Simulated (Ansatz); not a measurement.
Several settings on one geometry of BeF₂⁺ (the lowest doublet isomer of a short search) (that of the charge 1 doublet, r2SCAN-D4/def2-TZVP). Ansatz on 4 threads of Arm Neoverse N1 on a shared host; times are rough.

| atom | x (Å) | y (Å) | z (Å) |
| --- | --- | --- | --- |
| Be1 | -0.001 | 0.002 | 0.002 |
| F2 | 1.283 | 0.515 | 0.418 |
| F3 | -1.282 | -0.517 | -0.419 |

Totals from different functionals, basis sets or treatments of relativity can't be compared as stabilities.

DK, ANO-RCC and x2c sets are all-electron and run with scalar relativity unless a key says otherwise.

The spins typed aren't always the lowest for that charge.

Problem. Give the basis size and estimate the energy, ⟨S²⟩ and time of these runs.

| run | method | charge | state | further keys |
| --- | --- | --- | --- | --- |
| 1 | UKS B97/ANO-RCC-VTZP | 1 | quartet | scf: {omitted_lower_state_checks: [starts]}; forces asked |
| 2 | UKS revPBE-D3(BJ)/pcseg-2 | 1 | doublet | scf: {lower_state_search: off} |
| 3 | UKS ωB97M-V/6-31G | 1 | doublet | forces asked |

Solution. 
```tsv
run	functions	energy (Eh)	⟨S²⟩	wall time
1	90	-213.9155	3.75	21 s
2	75	-214.1013	0.75	0.6 s
3	27	-213.9534	0.77	34 s
```
